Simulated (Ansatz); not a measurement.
**One arrangement of a pair**

The pair of K⁺ (SMILES [K+], atom 1) and CH5N (SMILES CN, atoms 2–8), both closed shells, in one local arrangement (a lower one may exist), relaxed at PBE0-D4/def2-TZVP:

| atom | x (Å) | y (Å) | z (Å) |
| --- | --- | --- | --- |
| K1 | 0.0545 | -0.0542 | -2.9327 |
| C2 | -0.4627 | 0.3002 | 0.6136 |
| N3 | 0.5570 | -0.3580 | -0.2210 |
| H4 | -0.2825 | 0.1924 | 1.6861 |
| H5 | -1.4455 | -0.1211 | 0.3950 |
| H6 | -0.4935 | 1.3669 | 0.3847 |
| H7 | 0.6040 | -1.3384 | 0.0416 |
| H8 | 1.4686 | 0.0122 | 0.0326 |

Ansatz 0.2.0; basis: def2-TZVPPD, with def2-QZVPPD for the basis limit; cores frozen in the correlated methods. The outer core shell of Li, Na, Mg and K is correlated. The def2 sets are not built for correlating such inner shells, so the correlated values are less sure here. B3LYP uses VWN-RPA correlation. Extrapolation: Hartree–Fock as exp(−7.88 √X), correlation as X^−2.97. Interaction energies count from these two fragments, frozen as in the pair, with the counterpoise correction; negative means bound.

(1) What is the interaction energy by CCSD(T) at an estimated basis limit (MP2 extrapolated from triple and quadruple zeta, plus CCSD(T) − MP2 in triple zeta)? (An estimate is asked for; the value comes from the calculation.)

(2) Which atoms make the shortest contact between the fragments?

No T1 diagnostic of these runs exceeds 0.009.

## Answers

(1) Computed: -85.3 kJ/mol. Hartree–Fock alone gives -77.8 kJ/mol at the basis limit. It counts from the two fragments frozen as in the pair.

The same quantity by other methods in triple zeta, and each one's difference from that estimate:
| method | E_int (kJ/mol) | difference |
| --- | --- | --- |
| PBE-D4 | -85.2 | 0.1 |
| revPBE-D4 | -81.1 | 4.3 |
| BLYP-D4 | -83.8 | 1.5 |
| r2SCAN-D4 | -82.4 | 2.9 |
| B97M-V | -81.6 | 3.7 |
| PBE0-D4 | -85.8 | -0.4 |
| B3LYP-D4 | -85.6 | -0.2 |
| HSE06-D4 | -85.7 | -0.4 |
| wB97X-V | -84.8 | 0.5 |
| wB97M-V | -84.6 | 0.7 |
| B2PLYP | -81.8 | 3.5 |
| HF | -77.0 | 8.3 |
| MP2 | -81.6 | 3.7 |
| CCSD | -80.4 | 4.9 |
| CCSD(T) | -80.6 | 4.7 |
Differences are method less estimate.

(2) K1 and N3, 2.77 Å apart.

Basis-set superposition shift (counterpoise-corrected less uncorrected): CCSD(T) 4.3; MP2 4.0; HF 0.5; PBE0-D4 0.9; wB97M-V 0.9 kJ/mol.

For scale, one of the runs: CCSD(T)/def2-TZVPPD, 195 basis functions, launched by `ansatz run in.yaml --threads 2 --pin off --events-out ev --progress --plain --max-ram 5222MiB`. The run took 22 s on 2 CPU threads of an AMD EPYC 9R45 (shared host), with 2.3 GiB of host memory at its peak.
